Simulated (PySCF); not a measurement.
Species: monofluorogermane, FGeH3.
Cartesian coordinates in Å at the PBE0-D3(BJ)/def2-TZVP level; atoms count from 1:
```xyz
5
FGeH3 angstrom
F      1.8891    0.1699    0.0275
Ge     0.1858    0.3896   -0.2631
H     -0.5295   -0.0369    1.0241
H     -0.0079    1.8781   -0.5749
H     -0.1662   -0.5096   -1.4539
```

Level of theory: PySCF 2.14.0, density-fitted response routines, TDDFT CAM-B3LYP/aug-cc-pVTZ, vertical, gas phase, core orbitals frozen in the response. Isolated species at its PBE0-D3(BJ)/def2-TZVP geometry, gas phase. Relativistic effects, spin–orbit coupling among them, are left out although an element past zinc is present.

Ground-to-excited transition dipoles (e·a0, same axes as the geometry; the sign carries no meaning), for the states with f of 0.002 or more among the lowest 10:

```csv
state,E (hartree),μx,μy,μz
S3,0.3162,-0.154,-0.115,0.816
S4,0.3162,-0.084,-0.824,-0.132
S6,0.3550,-0.082,-0.103,0.400
S7,0.3551,-0.033,-0.405,-0.111
S9,0.3631,-0.012,0.071,0.104
S10,0.3631,0.041,0.102,-0.063
```

What oscillator strength does each state have?

f = (2/3) ΔE |μ|² with ΔE in hartree (27.2114 eV).

```tsv
state	|μ|² (au)	|μ| (D)	f
S3	0.703	2.13	0.148
S4	0.703	2.13	0.148
S6	0.177	1.07	0.042
S7	0.178	1.07	0.042
S9	0.016	0.32	0.004
S10	0.016	0.32	0.004
```

What peak molar absorption coefficient would the strongest computed level give as a lone Gaussian band 0.5 eV wide at half height?

ε(max) = 2.175×10⁸ f / FWHM, with the width in cm⁻¹. S3/S4 (f summed): 2.175×10⁸ × 0.2964 / 4033 ≈ 16000 L mol⁻¹ cm⁻¹.

S3/S4, S6/S7 and S9/S10 coincide within about 0.01 eV; within a degenerate level the directions of the single components are arbitrary.
